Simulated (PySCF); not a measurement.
A PySCF script (with the pyscf-properties extension) for the NMR shieldings of SMILES [GeH3][GeH2][SiH2]c1cccs1, C₄H₁₀Ge₂SSi, on a PBE0-D3(BJ)/def2-SVP geometry:

```python
import basis_set_exchange as bse
import numpy as np
from pyscf import gto, dft
from pyscf.prop import nmr

atoms = """
Ge    2.257784    1.063893   -1.006396
Ge    2.126662   -1.346468   -0.759771
Si   -0.048686   -1.997027   -1.487128
C    -1.203869   -0.654925   -0.889667
C    -1.670519   -0.430320    0.389856
C    -2.394029    0.785389    0.523658
C    -2.464825    1.482317   -0.655760
S    -1.660518    0.653425   -1.921209
H     1.128645    1.723256   -0.194778
H     3.613615    1.591291   -0.496746
H     2.105050    1.459484   -2.486748
H     2.296994   -1.698969    0.733743
H     3.259334   -2.043482   -1.541488
H    -0.466931   -3.320885   -0.934356
H    -0.095546   -2.041228   -2.980383
H    -1.493157   -1.121365    1.216669
H    -2.847514    1.131132    1.453739
H    -2.960607    2.433853   -0.845285
"""
names = dict.fromkeys(["Ge", "Si", "C", "S", "H"], "pcSseg-1")
basis = {el: gto.basis.parse(bse.get_basis(n, elements=[el], fmt="nwchem")) for el, n in names.items()}
mol = gto.M(atom=atoms, basis=basis, charge=0, verbose=0)
mf = dft.RKS(mol, xc="PBE0")
mf.grids.level = 2
mf.grids.alignment = dft.numint.BLKSIZE   # the property module wants whole blocks of grid points
mf.conv_tol = 1e-9
mf.kernel()

calc = nmr.RKS(mf)   # GIAO
C = mf.mo_coeff
Co = C[:, mf.mo_occ > 0]
resp = mf.gen_response(singlet=True, hermi=2)
def vind(x):   # induced exchange potential for any number of trial vectors
    d = np.einsum("pi,xij,qj->xpq", C, 2 * x.reshape(-1, C.shape[1], Co.shape[1]), Co, optimize=True)
    return np.einsum("xpq,pi,qj->xij", resp(d - d.transpose(0, 2, 1)), C, Co, optimize=True).ravel()
mo1, _ = nmr.rhf.solve_mo1(calc, with_cphf=vind)
sigma = calc.kernel(mo1)
for i, s in enumerate(sigma):   # ppm
    print("%2d %-2s %9.2f" % (i, mol.atom_pure_symbol(i), np.trace(s) / 3))
```

**Question.** What does it print?

**Answer.** 
```
 0 Ge   1657.65
 1 Ge   1672.26
 2 Si    419.06
 3 C      48.98
 4 C      42.20
 5 C      50.03
 6 C      44.21
 7 S     234.89
 8 H      28.92
 9 H      27.77
10 H      27.86
11 H      27.80
12 H      27.68
13 H      26.17
14 H      26.49
15 H      23.90
16 H      23.95
17 H      23.82
```

These numbers come from an equivalent density-fitted implementation of the same equations, which agrees with the script to about 0.01 ppm for H and up to a few tenths of a ppm for heavy atoms, so last digits may differ.

**Question.** Turn these shieldings into chemical shifts. Shifts are taken against calculated references (same method and geometry level): GeMe4 for ⁷³Ge (σref 1330.28); ²⁹Si (σref 351.99), ¹³C (σref 184.41), ¹H (σref 31.27) vs TMS; CS2 for ³³S (σref 495.66).

**Answer.** Averaging equivalent atoms: Ge 0: -327; Ge 1: -342; Si 2: -67.1; C 4: 142.2; C 6: 140.2; C 3: 135.4; C 5: 134.4; S 7: 261; H 17: 7.45; H 15: 7.37; H 16: 7.31; H 13/14: 4.94; H 11/12: 3.53; H 8/9/10: 3.08 ppm. 

Relativistic effects, spin–orbit coupling among them, are left out; they matter for Ge and for the light atoms bonded to it.

Size and cost of the density-fitted run: 248 basis functions, 69 s wall time on 1 thread of an Arm Neoverse V2, shared host.
